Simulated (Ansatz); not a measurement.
System (SMILES): [GeH2] (GeH2) (closed-shell singlet).
Atoms: Ge1, H2, H3. Bonds: Ge1-H2, Ge1-H3.

Basis-set convergence of the harmonic zero-point energy at MP2 with Ansatz (a first-principles code). Each level at its own minimum, finite differences of forces, unscaled; the reference is a large set that could be run, not a limit. All functions are spherical. Cores are frozen (with 3d on Ga to Br). A restricted Hartree-Fock determinant is unstable towards unrestricted orbitals. No added dispersion term, no relativity. Reference: the value in def2-QZVPP, 7.07 kcal/mol, itself unsure by roughly 0.01 kcal/mol (its mean distance from cc-pVQZ, aug-cc-pVTZ, def2-TZVPPD). Deviations are taken from unrounded values.

```json
[
 {"basis": "cc-pVDZ", "functions": "37", "harmonic zero-point energy (kcal/mol)": "7.10"},
 {"basis": "aug-cc-pVDZ", "functions": "54", "harmonic zero-point energy (kcal/mol)": "7.01"},
 {"basis": "cc-pVTZ", "functions": "71", "harmonic zero-point energy (kcal/mol)": "7.07"},
 {"basis": "aug-cc-pVTZ", "functions": "105", "harmonic zero-point energy (kcal/mol)": "7.04"},
 {"basis": "def2-TZVPP", "functions": "76", "harmonic zero-point energy (kcal/mol)": "7.07"},
 {"basis": "def2-TZVPPD", "functions": "88", "harmonic zero-point energy (kcal/mol)": "7.06"}
]
```

What the diffuse functions change, pair by pair:
- cc-pVDZ to aug-cc-pVDZ: 17 more functions, deviation 0.03 to -0.06 kcal/mol
- cc-pVTZ to aug-cc-pVTZ: 34 more functions, deviation 0.01 to -0.03 kcal/mol
- def2-TZVPP to def2-TZVPPD: 12 more functions, deviation 0.00 to -0.01 kcal/mol

They bring the value nearer the reference by more than 0.01 kcal/mol in 0 of 3 pairs.
